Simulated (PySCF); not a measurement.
Cl₃HHfS, multiplicity 1. Atoms are numbered in the order given.

```xyz
6

Hf    -0.0405    -0.0029     0.0000
Cl    -0.4505     1.3023    -1.9067
Cl    -0.4505     1.3023     1.9067
Cl    -1.2499    -2.0050     0.0000
S      2.2976    -0.6630     0.0000
H      2.7189     0.6285     0.0000
```
Charge 0, spin multiplicity 1.

Coordinates come from a B3LYP-D3(BJ)/def2-SVP optimisation. The spin state was assumed, not searched. The def2 effective core potentials stand for the cores of Hf; spin–orbit coupling is left out. The values are those of a single conformer.

Method: PBE/def2-TZVP (PySCF).

The molecule is in vacuum.

The total energy is -1827.05429 hartree. The point group is Cs and the highest occupied level comes out as -7.04 eV. The lowest empty level is -3.22 eV, the orbital gap is 3.81 eV and the dipole moment is 0.64 D. The quadrupole, principal values (traceless, Buckingham form, about the centre of nuclear charge) is -3.11, -2.57, 5.68 D·Å and the mean static polarisability is 99.5 bohr³ (14.74 Å³). The polarisability, principal values is 95.2, 98.4, 104.8 bohr³.
